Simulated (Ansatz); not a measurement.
A structure relaxed at PBE-D4/def2-TZVP in Ansatz, charge 0, singlet:

Cartesian coordinates in Å:
```
B 0.2417 0.0638 0.0243
H 0.5144 0.8942 0.8381
H 1.0318 -0.4871 -0.6817
I -1.7879 -0.4709 -0.1807
```

(1) Give its formula, name or SMILES and point group.

(2) Summarise the bond lengths by kind (pairs closer than 1.2 times the sum of covalent radii, bridged metal pairs left out).

## Answers

(1) BH2I. Point group C2v (tolerance 0.1 Å).

(2) 1 × B–I 2.11 Å; 2 × B–H 1.19 Å.

In the def2 sets I takes a core potential; there is no spin–orbit coupling.
